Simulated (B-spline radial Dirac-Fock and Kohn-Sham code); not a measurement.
How the binding energies of Ir⁶²⁺ add up

System: Ir⁶²⁺, configuration [Ne] 3s2 3p3; nuclear rms radius 5.4032 fm (A = 193).

The computed values come from a radial B-spline solver: Dirac-Fock (average of configuration) total-energy differences with a finite nucleus, the Breit interaction including its frequency dependence, and self-energy and vacuum-polarisation corrections. The model has no electron correlation. Energies are counted from the vacuum level. Subshells whose hole state is unreliable or did not converge are left out.

All terms are in eV, carry their sign (relaxation lowers the binding energy) and add up to the binding energy; ⟨r⟩ is the mean radius of the orbital in the initial state.

| subshell | −ε (Koopmans) | relaxation | Gaunt | retardation | self-energy | vacuum polarisation | binding energy | ⟨r⟩ (bohr) |
| --- | --- | --- | --- | --- | --- | --- | --- | --- |
| K | 81695.9 | -31.38 | -284.88 | 25.26 | -171.93 | 34.07 | 81267.0 | 0.017 |
| L1 | 18397.5 | -6.02 | -31.85 | 2.14 | -25.99 | 4.83 | 18340.6 | 0.072 |
| L3 | 16180.3 | -6.84 | -35.23 | 7.35 | -2.22 | -0.16 | 16143.2 | 0.067 |
| M1 | 7348.3 | -0.65 | -8.05 | 0.83 | -7.06 | 1.27 | 7334.7 | 0.176 |
| M2,3 | 6865.3 | -0.70 | -10.37 | 2.07 | -0.65 | 0.00 | 6855.6 | 0.177 |

For the deepest level, K (1s), the Breit terms make up -0.319 % of the binding energy, QED -0.170 % and orbital relaxation -0.039 %.

Going to the tabulated ground configuration of the next ion removes an electron from M2,3 (3p), computed at 6855.6 eV. NIST lists 6708 ± 15 eV as the ionisation energy of this species (theoretical), -147.64 eV from the computed value. Where a p, d or f shell is open in either ion the computed value averages over both j values and all terms, while the table refers to the lowest levels; that difference holds spin-orbit splitting (largest in heavy or highly charged ions), term energies where several electrons share open shells, and correlation, and it can reach 10 % or more.
